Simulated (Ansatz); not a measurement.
A geometry relaxed with B3LYP-D3(BJ)/def2-TZVP (Ansatz, a quantum-chemistry and plane-wave program), charge 0, multiplicity 1:

```xyz
7

Si    -1.2691     0.0139     0.4546
O      0.1401     0.0391     1.3736
H      0.9411    -1.0501    -0.7998
H     -1.0891     1.0088    -0.6514
Si     1.3348     0.0045     0.1892
H     -1.5055    -1.3538    -0.0941
H      1.4477     1.3376    -0.4721
```

Q: Write the SMILES of this molecule.

A: `O1[SiH2][SiH2]1`
